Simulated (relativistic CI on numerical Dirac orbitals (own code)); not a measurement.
## Co+ in a cubic cluster: L2,3 absorption with charge transfer

Computed with a charge-transfer multiplet model of a cubic metal-ligand cluster with up to 2 ligand holes, Slater and spin-orbit integrals from Dirac-Coulomb-Breit ions, Slater integrals scaled by 0.8. The parameters are those of a tetrahedral site (10Dq negative, t2 hopping the larger). The ground state mixes d8 with configurations of k ligand holes L, whose averages lie at kΔ + k(k − 1)U_dd/2; a core hole lowers each added d electron by U_cd. 300 K, Lorentzian 0.4 eV and Gaussian 0.3 eV FWHM.

Atomic integrals in eV (Slater integrals scaled, ζ unscaled), ground: F2dd 8.285, F4dd 5.103, zeta_d 0.056; with the core hole: F2dd 8.285, F4dd 5.103, zeta_d 0.075, zeta_core 9.677, F2cd 5.321, G1cd 3.943, G3cd 2.240.

Cluster parameters (eV): Δ = 3.7, U_dd = 6.1, 10Dq = -0.4, 10Dq(ligand) = 0, V(eg) = 0.7, V(t2g) = -1.19, final-state hopping factor = 0.9.

```tsv
Case	n_d	d8	d9L	d10L2	S
U_cd = 6.1 eV	8.09	0.91	0.09	0.00	1.00
U_cd = 7.3 eV	8.09	0.91	0.09	0.00	1.00
U_cd = 7.9 eV	8.09	0.91	0.09	0.00	1.00
U_cd = 8.5 eV	8.09	0.91	0.09	0.00	1.00
U_cd = 9.1 eV	8.09	0.91	0.09	0.00	1.00
```

Weights, n_d and S are thermal averages at 300 K. Photon energies count from the first peak over 30 % of the highest in each spectrum, which can be another peak from case to case. The parameters are a model scan and need not match a compound or its usual spin state. Peaks in eV (height, largest 100):
- U_cd = 6.1 eV: 0.0 (100), 2.0 (20), 15.8 (15)
- U_cd = 7.3 eV: 0.0 (100), 1.8 (18), 15.7 (14)
- U_cd = 7.9 eV: 0.0 (100), 1.7 (16), 3.7 (6), 15.7 (13)
- U_cd = 8.5 eV: 0.0 (100), 1.5 (15), 3.2 (9), 15.5 (12)
- U_cd = 9.1 eV: 0.0 (100), 2.7 (12), 3.2 (11), 15.2 (11)

For the case U_cd = 7.3 eV, Δ = 3.7 eV is smaller than U_dd = 6.1 eV, the charge-transfer side of the Zaanen-Sawatzky-Allen scheme. With the core hole the configuration with one ligand hole lies at Δ + U_dd − U_cd = 3.7, 2.5, 1.9, 1.3, 0.7 eV from the one without, in the order of the table; where this is negative the screened configuration lies lower, though the effective hopping of about 1.4 eV (from the holes of the mixed ground state) mixes the two strongly wherever it is as large as the gap.
